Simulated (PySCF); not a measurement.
# Excitation energy of As by level of theory

As [Ar] 3d10 4s2 4p3 (4S) → As [Ar] 3d10 4s1 4p3 4d1 (6D), as a difference of total energies. All numbers are calculated (PySCF 2.14, scalar relativity through the core potential, in aug-cc-pwCVDZ-PP with ECP10MDF). Correlated levels: valence: 3s2 3p6 3d10 frozen; valence and next inner shell: nothing frozen outside the core potential. The calculations carry no spin-orbit coupling.

```
                                method  excitation energy (eV)
                                   UHF                  13.764
                                   LDA                  16.372
                                   PBE                  15.976
                                  PBE0                  15.697
                                r2SCAN                  15.631
                                  TPSS                  15.776
                                  PW91                  15.989
                               wB97M-V                  16.031
                               r2SCAN0                  15.486
                         MP2 (valence)                  14.975
                     SCS-MP2 (valence)                  15.214
    MP2 (valence and next inner shell)                  15.616
SCS-MP2 (valence and next inner shell)                  15.716
```

Task: How much does correlation contribute at MP2 (valence and next inner shell)?

Result: 15.616 − (13.764) = 1.852 eV, measured against UHF.

The upper state lies above the first ionisation limit, but in LS coupling its spin forbids autoionisation to the ground ion.

The promoted electron is Rydberg-like, and one or two diffuse shells describe it only roughly, which tends to raise the upper state.

In the upper state the promoted electron has a positive orbital energy at LDA, PBE, PBE0, r2SCAN, TPSS, PW91, r2SCAN0, so the basis confines it.
